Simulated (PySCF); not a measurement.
Compound: C4F4N2O.
Structure used (PBE0-D3(BJ)/def2-SVP), in Å, numbered top down from 1:
```
atom  x, y, z in Å
N1     3.2007   -0.3856   -0.2749
C2     2.0952   -0.0989   -0.1086
C3     0.6895    0.3025    0.1231
F4     0.5555    0.7345    1.3958
C5     0.3484    1.4225   -0.7922
N6     0.1287    2.2958   -1.5146
O7    -0.0748   -0.8296   -0.1023
C8    -1.4101   -0.8464    0.2342
F9    -2.0162    0.2783   -0.1154
F10   -1.5660   -1.0185    1.5318
F11   -1.9451   -1.8553   -0.4075
```

Computed with PySCF at wB97X-D/def2-SVPD, non-relativistic, on one gas-phase PBE0-D3(BJ)/def2-SVP geometry that isn't relaxed in the solvent. The solvent is an IEF-PCM continuum (cavity from Bondi-type radii × 1.2), and excitations are vertical TDDFT with non-equilibrium linear response and a frozen core. Only the electrostatic response of the medium enters.

```tsv
run	E − E(gas) (kJ/mol)	HOMO (eV)	HOMO–LUMO gap (eV)	dipole (D)	lowest singlet (eV)	static polarisability (au)
gas	0.00	-12.98	12.69	1.81	7.06	61.3
P	-18.22	-12.84	12.77	2.24	7.12	76.9
Q	-7.72	-12.91	12.72	2.02	7.09	67.8
```

Task: The runs were made in benzene and dimethylsulfoxide. Which run belongs to which solvent?

Result: P = dimethylsulfoxide, Q = benzene. The dielectric constants are 2.271 (benzene), 46.83 (dimethylsulfoxide), and the energy falls further as ε rises. The optical constants n² used for the excitations are 2.25, 2.19 in the same order. In this model the ground state sees the solvent through ε alone.

Task: How constant is the ratio of the lowering to (ε − 1)/(2ε + 1)?

Result: 
```tsv
solvent	(ε − 1)/(2ε + 1)	E − E(gas) (kJ/mol)	ratio (kJ/mol)	polarisation term (kJ/mol)
benzene	0.229	-7.72	-33.7	-8.31
dimethylsulfoxide	0.484	-18.22	-37.6	-21.46
```

The ratio changes by +11.8 % in size from benzene to dimethylsulfoxide. The polarisation term is half the interaction of the solute with the induced surface charges.

The run took 64 s of wall time on an Arm Neoverse V1 with one thread (shared host). This is the whole response run at wB97X-D/def2-SVPD in dimethylsulfoxide, SCF included.

wB97X-D is run here without its empirical dispersion term; that term would change no orbital, density or response property at a fixed geometry.
